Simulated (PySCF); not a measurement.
# H₂PbS, singlet: data card

All numbers come from PBE0 in PySCF with Pb def2-TZVP with ECP60, S def2-TZVP, H def2-TZVP; scalar-relativistic core potentials, no spin–orbit coupling; density-fitted integrals.

The structure is a minimum.

Z-matrix (Å, degrees; charge 0 multiplicity 1):
```
Pb
S  1 2.2733
H  1 1.7656 2 125.63
H  1 1.7656 2 125.63 3 180.00
```

| Quantity | Value |
| --- | --- |
| Point group | C2v |
| Bond lengths | Pb–H 1.766 Å (×2), Pb–S 2.273 Å |
| Bond angles | H–Pb–H 108.7°, H–Pb–S 125.6° (×2) |
| Dipole moment | 3.67 D |
| Heat capacity Cp at 298.15 K | 55.9 J/(mol K) |
| Principal polarisabilities | 39.6, 57.2, 93.7 bohr³ |
| Rotational constants | 4.061, 0.1149, 0.1117 cm⁻¹ |
| Principal quadrupole moments (Buckingham, traceless) about the centre of mass | -5.55, 0.20, 5.35 D Å |
| Lowest empty level | -2.74 eV |
| Rotational symmetry number | 2 |
| Entropy at 298.15 K and 1 bar | 281.3 J/(mol K) |
| Highest occupied level | -6.59 eV |
| Enthalpy at 298.15 K above 0 K | 12.72 kJ/mol |
| Zero-point energy | 32.5 kJ/mol |
| Atomisation energy without zero-point energy | 715 kJ/mol |

Harmonic modes (masses in u: Pb 207.977, S 31.972, H 1.008):
```json
{"symmetry": "b2", "ω (cm⁻¹)": "345", "IR (km/mol)": "34.2"}
{"symmetry": "b1", "ω (cm⁻¹)": "427", "IR (km/mol)": "11.4"}
{"symmetry": "a1", "ω (cm⁻¹)": "443", "IR (km/mol)": "28.3"}
{"symmetry": "a1", "ω (cm⁻¹)": "627", "IR (km/mol)": "94.5"}
{"symmetry": "b2", "ω (cm⁻¹)": "1791", "IR (km/mol)": "268"}
{"symmetry": "a1", "ω (cm⁻¹)": "1797", "IR (km/mol)": "139"}
```

In C2v the vibrations span 2b2 + b1 + 3a1. Here b1 is antisymmetric to the molecular plane and b2 lies in it.

Charges (e):
```
atom  Mulliken  Löwdin  polar tensor  Mayer order to Pb1
 Pb1      0.54    0.23          1.05                   –
  S2     -0.49   -0.14         -0.54                1.82
H3,4     -0.03   -0.05         -0.26                0.82
```

Mulliken populations on Pb1 (electrons outside its core potential): s 3.52, p 7.80, d 10.09, f 0.04.

Outer orbital energies (eV). occupied: -24.57, -24.54, -18.68, -14.91, -9.82, -8.96, -7.25, -6.59; empty: -2.74, -1.89, 0.90, 1.48.

Counting electrons, lead keeps none of its valence electrons outside its bonds, so the VSEPR class is AX3 and the expected shape is trigonal planar; with unlike ligands the computed point group is C2v.

Other isomers or separated fragments may lie lower. Spin–orbit coupling, left out here, can matter for elements this heavy.

The final relaxation and frequency run took of the order of 80 core-seconds on a shared host.
